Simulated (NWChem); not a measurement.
System: HSO₃, doublet; SMILES O=[S](=O)O

Input file for NWChem:

```
start job
memory heap 200 mb stack 900 mb global 1100 mb
geometry units angstroms noautoz
  O      1.429992     0.173646     0.195745
  S      0.032795     0.127965    -0.251154
  O     -0.975089     1.087699     0.186762
  O     -0.564406    -1.345409     0.150822
  H      0.181212    -1.968221     0.169446
end
basis spherical
  * library 6-31g*
end
dft
  odft
  mult 2
  xc optx lyp
  iterations 150
  mulliken
end
task dft energy
```

Parts of the log:

```
             Northwest Computational Chemistry Package (NWChem) 7.3.0
             --------------------------------------------------------

 C1  symmetry detected

                             Geometry "geometry" -> ""
                             -------------------------

 Output coordinates in angstroms (scale by  1.889725989 to convert to a.u.)

  No.       Tag          Charge          X              Y              Z
 ---- ---------------- ---------- -------------- -------------- --------------
    1 O                    8.0000     1.08426325    -0.95649311     0.18993008
    2 S                   16.0000     0.13489050     0.06879665    -0.25888749
    3 O                    8.0000     0.18647960     1.45472129     0.19414824
    4 O                    8.0000    -1.37189730    -0.45724315     0.11785821
    5 H                    1.0000    -1.34901237    -1.42862660     0.12670761

 Effective nuclear repulsion energy (a.u.)     185.5872558716

                                 NWChem DFT Module
                                 -----------------

 Summary of "ao basis" -> "ao basis" (spherical)
 ------------------------------------------------------------------------------
       Tag                 Description            Shells   Functions and Types
 ---------------- ------------------------------  ------  ---------------------
 O                           6-31g*                  6       14   3s2p1d
 S                           6-31g*                  8       18   4s3p1d
 H                           6-31g*                  2        2   2s

            General Information
            -------------------
          SCF calculation type: DFT
          Wavefunction type:  spin polarized.
          No. of atoms     :     5
          No. of electrons :    41
           Alpha electrons :    21
            Beta electrons :    20
          Charge           :     0
          Spin multiplicity:     2
          Use of symmetry is: off; symmetry adaption is: off
          Maximum number of iterations: 150
          AO basis - number of functions:    62
                     number of shells:    28
          Convergence on energy requested:  1.00D-06
          Convergence on density requested:  1.00D-05
          Convergence on gradient requested:  5.00D-04

              XC Information
              --------------
                        Slater Exchange Functional  1.052 local
                      OPTX     Exchange Functional  1.432 non-local
              Lee-Yang-Parr Correlation Functional  1.000

             Grid Information
             ----------------
          Grid used for XC integration:  medium
          Radial quadrature: Mura-Knowles
          Angular quadrature: Lebedev.
          Tag              B.-S. Rad. Rad. Pts. Rad. Cut. Ang. Pts.
          ---              ---------- --------- --------- ---------
          O                   0.60       49           9.0       434
          S                   1.00       88           7.0       590
          H                   0.35       45           8.0       434
          Grid pruning is: on
          Number of quadrature shells:   280
          Spatial weights used:  Erf1

      Superposition of Atomic Density Guess
      -------------------------------------

 Sum of atomic energies:        -622.21697019

      Non-variational initial energy
      ------------------------------

 Total energy =    -623.518667
 1-e energy   =   -1228.842248
 2-e energy   =     419.736324
 HOMO         =      -0.213344
 LUMO         =       0.109610

     ---------------------------------------------
      Total Density - Mulliken Population Analysis
     ---------------------------------------------

    Atom       Charge   Shell Charges
 -----------   ------   -------------------------------------------------------
    1 O    8     8.86   2.00  0.96  3.01  0.93  1.93  0.02
    2 S   16    14.02   2.00  2.00  5.97  1.09  1.96  0.28  0.42  0.30
    3 O    8     8.85   2.00  0.96  3.02  0.93  1.92  0.02
    4 O    8     8.82   2.00  0.93  2.96  0.93  1.98  0.02
    5 H    1     0.46   0.35  0.11

     --------------------------------------------
      Spin Density - Mulliken Population Analysis
     --------------------------------------------

    Atom       Charge   Shell Charges
 -----------   ------   -------------------------------------------------------
    1 O    8     0.16   0.00  0.00  0.12 -0.01  0.04 -0.00
    2 S   16     0.56   0.00  0.00  0.00  0.09  0.21  0.18  0.06  0.02
    3 O    8     0.16   0.00  0.00  0.12 -0.01  0.04 -0.00
    4 O    8     0.11   0.00  0.00  0.09 -0.01  0.03  0.00
    5 H    1     0.00   0.00  0.00

[...]
```

Level: OLYP/6-31G* (spherical d), spin-unrestricted. The geometry was optimised at PBE0/def2-SVP, spin-unrestricted. No stability test was run on the SCF state.
